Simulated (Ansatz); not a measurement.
Species: C2H10OSi2, charge 0, multiplicity 1. 
Geometry from a B3LYP-D3(BJ)/def2-TZVP (Ansatz, an electronic-structure program) optimisation:
```xyz
15

Si    -0.8654    -0.2026    -0.5782
C     -1.3404     1.5980    -0.7198
C     -1.7707    -1.0293     0.8305
O      0.7602    -0.3304    -0.3432
Si     2.0513     0.0196     0.5906
H     -1.1634    -0.9042    -1.8499
H     -2.4085     1.7019    -0.9258
H     -0.7935     2.0865    -1.5287
H     -1.1246     2.1364     0.2063
H     -1.4758    -2.0761     0.9269
H     -1.5607    -0.5311     1.7801
H     -2.8509    -0.9981     0.6683
H      3.2606    -0.5616    -0.0315
H      1.8782    -0.5489     1.9497
H      2.2207     1.4881     0.7125
```

Basis-set convergence of Hartree-Fock and CCSD correlation energies (hartree) with Ansatz. Valence correlation only, unless marked. Spin-orbit coupling is left out. No relativistic terms.

```csv
basis,functions,E(HF),"E(corr, CCSD)"
cc-pV(D+d)Z,138,-734.41237,-0.74757
cc-pV(T+d)Z,308,-734.50190,-0.90545
cc-pV(Q+d)Z,593,-734.52145,-0.95597
```

Extrapolating the two largest sets (X = 3 and 4) as X^-3: E(corr) = (64·(-0.95597) - 27·(-0.90545))/37 = -0.9928 Eh, an estimate of the basis-set limit. The largest set recovers 96.3 % of it, the smallest 75.3 %.
